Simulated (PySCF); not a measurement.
B(F)(SH)2 (BFH₂S₂), SMILES SB(S)F. The structure is a stationary point at ωB97X-D3(BJ)/def2-SVP. One conformer was computed; it need not be the lowest.

Question: Give the equilibrium geometry at ωB97X-D3(BJ)/def2-SVP (PySCF confirms it by a frequency run) as bond lengths and angles, and its point group. (An estimate is asked for; the answer gives what the named calculation found.)

Answer: One answer among several that fit: point group C2v.
Atoms: B1 F2 S3 H4 S5 H6. Bond lengths (Å): B1–F2 1.332, B1–S3 1.809, B1–S5 1.809, S3–H4 1.344, S5–H6 1.344. Bond angles (°): F2–B1–S3 116.2, F2–B1–S5 116.2, S3–B1–S5 127.5, B1–S3–H4 97.4, B1–S5–H6 97.4.
